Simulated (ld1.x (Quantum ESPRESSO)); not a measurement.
## BLYP RRKJ dataset for Er, scalar-relativistic all-electron reference.

Input for ld1.x (Quantum ESPRESSO) 7.5:

```
&input
   title='Er', zed=68., rel=1, dft='BLYP', iswitch=3,
   config='[Xe] 4f12 5d0 6s2 6p0',
   nld=4, rlderiv=2.70, eminld=-6.0, emaxld=5.0, deld=0.02
 /
 &inputp
   pseudotype=2, tm=.false., rho0=0.005, lloc=0,
   nlcc=.true., rcore=1.15,
   file_pseudopw='Er.UPF', file_wfcaegen='ae.wfc', file_wfcncgen='nc.wfc', file_beta='beta', file_chi='chi'
 /
4
5P  2  1   6.00   0.00  2.25  2.25  0.0
5D  3  2   0.00   0.00  2.50  2.50  0.0
4F  4  3  12.00   0.00  1.35  1.35  0.0
5S  1  0   2.00   0.00  1.30  1.30  0.0
 &test
   configts(1)='4f12 5s2 5p6 5d0 6s2 6p0'
 /
```

Command:

```bash
ld1.x < Er.in > Er.out
```

Resulting log (shortened: banner, matrices, multipoles, cross overlaps and the repeated all-electron block are left out):

```
Program LD1 v.7.5
     --------------------------- All-electron run ----------------------------

     Er
     scalar relativistic calculation

     atomic number is 68.00
     dft =BLYP   lsd =0 sic =0 latt =0  beta=0.20 tr2=1.0E-14
     Exchange-correlation= BLYP
                           (   1   3   1   3   0   0   0)
     mesh =1267 r(mesh) = 100.03222 a.u. xmin = -7.00 dx = 0.01250
     1 Ry =  13.60569312 eV, c = 137.03599908

     n l     nl                  e(Ry)          e(Ha)          e(eV)
     1 0     1S 1( 2.00)     -4217.6019     -2108.8010    -57383.3974
     2 0     2S 1( 2.00)      -708.5303      -354.2652     -9640.0461
     2 1     2P 1( 6.00)      -626.6425      -313.3212     -8525.9052
     3 0     3S 1( 2.00)      -158.7268       -79.3634     -2159.5882
     3 1     3P 1( 6.00)      -133.8242       -66.9121     -1820.7705
     4 0     4S 1( 2.00)       -31.2831       -15.6416      -425.6286
     4 1     4P 1( 6.00)       -23.0944       -11.5472      -314.2148
     3 2     3D 1(10.00)      -102.6655       -51.3327     -1396.8349
     5 0     5S 1( 2.00)        -3.7952        -1.8976       -51.6365
     5 1     5P 1( 6.00)        -1.9224        -0.9612       -26.1553
     4 2     4D 1(10.00)       -12.1324        -6.0662      -165.0695
     4 3     4F 1(12.00)        -0.2141        -0.1070        -2.9123
     5 2     5D 1( 0.00)        -0.0587        -0.0294        -0.7987
     6 0     6S 1( 2.00)        -0.2732        -0.1366        -3.7173
     6 1     6P 1( 0.00)        -0.0738        -0.0369        -1.0042

     final scf error:  8.6E-15 reached in  33 iterations

     Etot =  -26174.478400 Ry,  -13087.239200 Ha, -356121.920768 eV

     Ekin =   28382.556985 Ry,   14191.278492 Ha,  386164.360383 eV
     Encl =  -64240.233537 Ry,  -32120.116769 Ha, -874032.903658 eV
     Eh   =   10240.160781 Ry,    5120.080391 Ha,  139324.485119 eV
     Exc  =    -556.962629 Ry,    -278.481315 Ha,   -7577.862613 eV

     normalization and overlap integrals

     s(1S/1S) =  1.000000  <r> =   0.0204  <r2> =    0.0006  r(max) =   0.0128
     s(2S/2S) =  1.000000  <r> =   0.0865  <r2> =    0.0088  r(max) =   0.0728
     s(2P/2P) =  1.000000  <r> =   0.0767  <r2> =    0.0072  r(max) =   0.0596
     s(3S/3S) =  1.000000  <r> =   0.2253  <r2> =    0.0580  r(max) =   0.2081
     s(3P/3P) =  1.000000  <r> =   0.2245  <r2> =    0.0584  r(max) =   0.2030
     s(4S/4S) =  1.000000  <r> =   0.5081  <r2> =    0.2915  r(max) =   0.4750
     s(4P/4P) =  1.000000  <r> =   0.5390  <r2> =    0.3307  r(max) =   0.4931
     s(3D/3D) =  1.000000  <r> =   0.2038  <r2> =    0.0487  r(max) =   0.1662
     s(5S/5S) =  1.000000  <r> =   1.2530  <r2> =    1.7708  r(max) =   1.1113
     s(5P/5P) =  1.000000  <r> =   1.4996  <r2> =    2.5709  r(max) =   1.2751
     s(4D/4D) =  1.000000  <r> =   0.5838  <r2> =    0.3958  r(max) =   0.5120
     s(4F/4F) =  1.000001  <r> =   0.8341  <r2> =    0.9831  r(max) =   0.5120
     s(5D/5D) =  1.000000  <r> =   3.7229  <r2> =   18.5530  r(max) =   2.1554
     s(6S/6S) =  1.000000  <r> =   3.9979  <r2> =   18.3146  r(max) =   3.2969
     s(6P/6P) =  1.000000  <r> =   6.0916  <r2> =   43.4897  r(max) =   4.7970

     ------------------------ End of All-electron run ------------------------

     --------------------- Generating NC pseudopotential ---------------------

      Generating local pot.: lloc=0, matching radius rcloc =   1.3000

      Computing core charge for nlcc:

       r > 1.15 : true rho core
       r < 1.15 : rho core = a sin(br)/r    a=   4.08  b=   2.43

      Integrated core pseudo-charge :   4.22

      Wfc   5P  rcut= 2.238  Estimated cut-off energy=       36.54 Ry
      This function has    0 nodes for 0 < r <    2.238

      Wfc   5D  rcut= 2.473  Estimated cut-off energy=       37.67 Ry
      This function has    0 nodes for 0 < r <    2.473

      Wfc   4F  rcut= 1.357  Estimated cut-off energy=      161.54 Ry
      This function has    0 nodes for 0 < r <    1.357

     ------------------- End of pseudopotential generation -------------------

     Computing logarithmic derivative in   2.71628
     Computing logarithmic derivative in   2.71628
     Computing the partial wave expansion
       no projector for channel:   0
     R is outside the sphere for l=    1 j= 0.00
     R is outside the sphere for l=    2 j= 0.00
     R is outside the sphere for l=    3 j= 0.00

     ---------------------- Testing the pseudopotential ----------------------

     Er
     scalar relativistic calculation

     atomic number is 68.00   valence charge is 22.00
     dft =BLYP   lsd =0 sic =0 latt =0  beta=0.20 tr2=1.0E-14
     mesh =1267 r(mesh) = 100.03222 xmin = -7.00 dx = 0.01250

     n l     nl             e AE (Ry)        e PS (Ry)    De AE-PS (Ry)
     4 3     4F   1(12.00)       -0.21405       -0.21405        0.00000
     1 0     5S   1( 2.00)       -3.79521       -3.79526        0.00005
     2 1     5P   1( 6.00)       -1.92238       -1.92238       -0.00000
     3 2     5D   1( 0.00)       -0.05870       -0.05870       -0.00000
     2 0     6S   1( 2.00)       -0.27321       -0.27601        0.00280
     3 1     6P   1( 0.00)       -0.07381       -0.07475        0.00094

     eps = 1.0E-15  iter = 27

     Etot =  -26174.478400 Ry,  -13087.239200 Ha, -356121.920768 eV
     Etotps =  -365.389781 Ry,    -182.694891 Ha,   -4971.381231 eV

     Ekin =     327.820036 Ry,     163.910018 Ha,    4460.218812 eV
     Encl =    -736.054526 Ry,    -368.027263 Ha,  -10014.531999 eV
     Ehrt =     348.645411 Ry,     174.322706 Ha,    4743.562476 eV
     Ecxc =     -41.861715 Ry,     -20.930858 Ha,    -569.557654 eV
     (Ecc =      -3.184538 Ry,      -1.592269 Ha,     -43.327850 eV)
     Epseu=    -263.938988 Ry,    -131.969494 Ha,   -3591.072867 eV

     ---------------------- End of pseudopotential test ----------------------
```

ld1.x takes every shell without a wave as core, so the model core holds the 6s electrons as well and exchange and correlation see them twice. This cancels in the reference configuration, but the file is broken for other ones, and its errors say nothing about a proper core correction.

Generation and configuration tests took about 22 s on one core of a shared server CPU.

Transferability test of the new file with ld1.x, input:

```
&input
   title='Er', zed=68., rel=1, dft='BLYP', iswitch=2,
   config='[Xe] 4f12 5d0 6s2 6p0'
 /
 &test
   file_pseudo='Er.UPF', nconf=8,
   configts(1)='4f12 5s2 5p6 5d0 6s2 6p0',
   configts(2)='4f12 5s2 5p6 5d0 6s1 6p0',
   configts(3)='4f12 5s2 5p6 5d0 6s0 6p0',
   configts(4)='4f11 5s2 5p6 5d0 6s0 6p0',
   configts(5)='4f12 5s2 5p6 5d0 6s0 6p1',
   configts(6)='4f12 5s2 5p6 5d1 6s1 6p0',
   configts(7)='4f12 5s2 5p6 5d0 6s1 6p1',
   configts(8)='4f11 5s2 5p6 5d1 6s1 6p0'
 /
```

```bash
ld1.x < Er.test.in > Er.test.out
```

Pseudopotential blocks of its output, shortened (energy terms left out; the distinct warnings before each block abridged to one line each):

```
     Warning: convergence not achieved
     Warning: n=1, l=0 expected 0 nodes, found 1
     Warning: n=2, l=0 expected 1 nodes, found 0
     Warning: n=2, l=1 expected 0 nodes, found 1
     ---------------------- Testing the pseudopotential ----------------------

     n l     nl             e AE (Ry)        e PS (Ry)    De AE-PS (Ry)
     4 3     4F   1(12.00)       -0.21405       -0.00016       -0.21389  !
     1 0     5S   1( 2.00)       -3.79521       -0.00000       -3.79521  !
     2 1     5P   1( 6.00)       -1.92238       -0.00573       -1.91665  !
     3 2     5D   1( 0.00)       -0.05870       -0.05870        0.00000
     2 0     6S   1( 2.00)       -0.27321       -0.01591       -0.25730  !
     3 1     6P   1( 0.00)       -0.07381       -0.07381        0.00000

     eps = 1.2E+00  iter =201

     Etot =  -26174.478400 Ry,  -13087.239200 Ha, -356121.920768 eV
     Etotps =    -7.719582 Ry,      -3.859791 Ha,    -105.030268 eV

     ---------------------- End of pseudopotential test ----------------------

          BEWARE! Errors in PS-KS equations
     ---------------------- Testing the pseudopotential ----------------------

     n l     nl             e AE (Ry)        e PS (Ry)    De AE-PS (Ry)
     4 3     4F   1(12.00)       -0.70191       -0.06317       -0.63874  !
     1 0     5S   1( 2.00)       -4.28818       -0.64241       -3.64577  !
     2 1     5P   1( 6.00)       -2.41381       -0.53047       -1.88334  !
     3 2     5D   1( 0.00)       -0.48872       -0.48872        0.00000
     2 0     6S   1( 1.00)       -0.67013       -0.02161       -0.64852  !
     3 1     6P   1( 0.00)       -0.40293       -0.40293        0.00000

     eps = 6.2E-15  iter = 33

     Etot =  -26174.011894 Ry,  -13087.005947 Ha, -356115.573633 eV
     Etotps =    -8.431862 Ry,      -4.215931 Ha,    -114.721329 eV
     dEtot_ae =       0.466506 Ry
     dEtot_ps =      -0.712280 Ry,   Delta E=       1.178786 Ry

     ---------------------- End of pseudopotential test ----------------------

          BEWARE! Errors in PS-KS equations
     ---------------------- Testing the pseudopotential ----------------------

     n l     nl             e AE (Ry)        e PS (Ry)    De AE-PS (Ry)
     4 3     4F   1(12.00)       -1.27313       -0.20552       -1.06761  !
     1 0     5S   1( 2.00)       -4.86546       -0.98463       -3.88083  !
     2 1     5P   1( 6.00)       -2.98667       -1.05494       -1.93173  !
     3 2     5D   1( 0.00)       -0.99695       -0.99695        0.00000
     2 0     6S   1( 0.00)       -1.11485       -1.11485        0.00000
     3 1     6P   1( 0.00)       -0.77678       -0.77678        0.00000

     eps = 6.9E-15  iter = 21

     Etot =  -26173.122509 Ry,  -13086.561255 Ha, -356103.472932 eV
     Etotps =   -13.949666 Ry,      -6.974833 Ha,    -189.794881 eV
     dEtot_ae =       1.355891 Ry
     dEtot_ps =      -6.230084 Ry,   Delta E=       7.585975 Ry

     ---------------------- End of pseudopotential test ----------------------

          ---------------------- Testing the pseudopotential ----------------------

     n l     nl             e AE (Ry)        e PS (Ry)    De AE-PS (Ry)
     4 3     4F   1(11.00)       -2.59208       -2.58311       -0.00896  !
     1 0     5S   1( 2.00)       -6.01395       -6.03004        0.01609  !
     2 1     5P   1( 6.00)       -4.05774       -4.08139        0.02365  !
     3 2     5D   1( 0.00)       -1.84034       -1.85686        0.01652  !
     2 0     6S   1( 0.00)       -1.76980       -1.81719        0.04739  !
     3 1     6P   1( 0.00)       -1.33595       -1.40097        0.06501  !

     eps = 7.4E-15  iter = 55

     Etot =  -26171.206628 Ry,  -13085.603314 Ha, -356077.406033 eV
     Etotps =  -362.073043 Ry,    -181.036521 Ha,   -4926.254708 eV
     dEtot_ae =       3.271773 Ry
     dEtot_ps =    -354.353460 Ry,   Delta E=     357.625233 Ry

     ---------------------- End of pseudopotential test ----------------------

          Warning: convergence not achieved
     ---------------------- Testing the pseudopotential ----------------------

     n l     nl             e AE (Ry)        e PS (Ry)    De AE-PS (Ry)
     4 3     4F   1(12.00)       -0.80500       -0.02206       -0.78294  !
     1 0     5S   1( 2.00)       -4.39419       -0.00000       -4.39419  !
     2 1     5P   1( 6.00)       -2.51799       -0.14085       -2.37714  !
     3 2     5D   1( 0.00)       -0.56842       -0.56842        0.00000
     2 0     6S   1( 0.00)       -0.73156       -0.73156        0.00000
     3 1     6P   1( 1.00)       -0.45213       -0.00487       -0.44726  !

     eps = 2.8E+00  iter =201

     Etot =  -26173.738864 Ry,  -13086.869432 Ha, -356111.858868 eV
     Etotps =   -10.140478 Ry,      -5.070239 Ha,    -137.968226 eV
     dEtot_ae =       0.739536 Ry
     dEtot_ps =      -2.420895 Ry,   Delta E=       3.160431 Ry

     ---------------------- End of pseudopotential test ----------------------

          Warning: convergence not achieved
     ---------------------- Testing the pseudopotential ----------------------

     n l     nl             e AE (Ry)        e PS (Ry)    De AE-PS (Ry)
     4 3     4F   1(12.00)       -0.18184       -0.00044       -0.18140  !
     1 0     5S   1( 2.00)       -3.75746       -0.00000       -3.75746  !
     2 1     5P   1( 6.00)       -1.88815       -0.00561       -1.88254  !
     3 2     5D   1( 1.00)       -0.05224       -0.00016       -0.05208  !
     2 0     6S   1( 1.00)       -0.27242       -0.09013       -0.18229  !
     3 1     6P   1( 0.00)       -0.08050       -0.08050        0.00000

     eps = 2.6E+00  iter =201

     Etot =  -26174.260825 Ry,  -13087.130412 Ha, -356118.960502 eV
     Etotps =    -8.259541 Ry,      -4.129771 Ha,    -112.376781 eV
     dEtot_ae =       0.217576 Ry
     dEtot_ps =      -0.539959 Ry,   Delta E=       0.757534 Ry

     ---------------------- End of pseudopotential test ----------------------

          Warning: convergence not achieved
     ---------------------- Testing the pseudopotential ----------------------

     n l     nl             e AE (Ry)        e PS (Ry)    De AE-PS (Ry)
     4 3     4F   1(12.00)       -0.32630       -0.00007       -0.32623  !
     1 0     5S   1( 2.00)       -3.91084       -0.00000       -3.91084  !
     2 1     5P   1( 6.00)       -2.03695       -0.00610       -2.03085  !
     3 2     5D   1( 0.00)       -0.13934       -0.13934        0.00000
     2 0     6S   1( 1.00)       -0.34007       -0.03321       -0.30685  !
     3 1     6P   1( 1.00)       -0.11949       -0.00973       -0.10976  !

     eps = 8.4E-01  iter =201

     Etot =  -26174.268487 Ry,  -13087.134243 Ha, -356119.064751 eV
     Etotps =    -8.196857 Ry,      -4.098429 Ha,    -111.523923 eV
     dEtot_ae =       0.209913 Ry
     dEtot_ps =      -0.477275 Ry,   Delta E=       0.687188 Ry

     ---------------------- End of pseudopotential test ----------------------

          Warning: convergence not achieved
     ---------------------- Testing the pseudopotential ----------------------

     n l     nl             e AE (Ry)        e PS (Ry)    De AE-PS (Ry)
     4 3     4F   1(11.00)       -1.16486       -0.00034       -1.16452  !
     1 0     5S   1( 2.00)       -4.58736       -0.00000       -4.58736  !
     2 1     5P   1( 6.00)       -2.65607       -0.01556       -2.64051  !
     3 2     5D   1( 1.00)       -0.59242       -0.00007       -0.59235  !
     2 0     6S   1( 1.00)       -0.72173       -0.06895       -0.65278  !
     3 1     6P   1( 0.00)       -0.43235       -0.43235        0.00000

     eps = 1.1E+00  iter =201

     Etot =  -26173.622147 Ry,  -13086.811073 Ha, -356110.270849 eV
     Etotps =    -8.542564 Ry,      -4.271282 Ha,    -116.227501 eV
     dEtot_ae =       0.856253 Ry
     dEtot_ps =      -0.822981 Ry,   Delta E=       1.679235 Ry

     ---------------------- End of pseudopotential test ----------------------
```
